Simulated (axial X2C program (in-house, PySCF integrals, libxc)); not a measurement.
# Which molecule has these constants?

Computed with an in-house relativistic program for diatomic molecules, spin-free (one-electron X2C) or two-component (2c: spin–orbit coupling with atomic mean-field Coulomb and Gaunt terms, which also bring small scalar terms), in Dyall basis sets with cores contracted in-house; open shells are unrestricted.

A two-component PBE0 calculation in a Dyall 3-zeta basis gave Re = 1.584 Å, ωe = 1966.0 cm⁻¹, dipole magnitude 2.25 D, Ω = 3/2.

Question: Which molecule is it?
A. RbH
B. NbH
C. PdH
D. AgH
E. RuH

Answer: E. The others have RbH 2.356 Å and 938.7 cm⁻¹ (Ω = 0); NbH 1.783 Å and 1707.7 cm⁻¹ (Ω = 1); AgH 1.624 Å and 1763.8 cm⁻¹ (Ω = 0); PdH 1.534 Å and 2014.5 cm⁻¹ (Ω = 1/2).

Each entry is the lowest single determinant of a limited PBE0 search at one distance. De goes to single-determinant-based atoms at the same level (for ions the charge split of lowest energy) and is withheld (n/a) where an atom does not fit its ground term or J level. Main or longest-lived isotopes. One determinant is a doubtful description, or other states lie close, for RuH, NbH; these need not be ground states, and all values refer to the states named. Some open-shell Ω = 0 determinants are out of reach, so the Ω given for NbH need not be the lowest component. With several unpaired electrons the Ω given is that of one determinant, not necessarily of the lowest component. The functionals have no current term, which raises determinants with orbital currents.
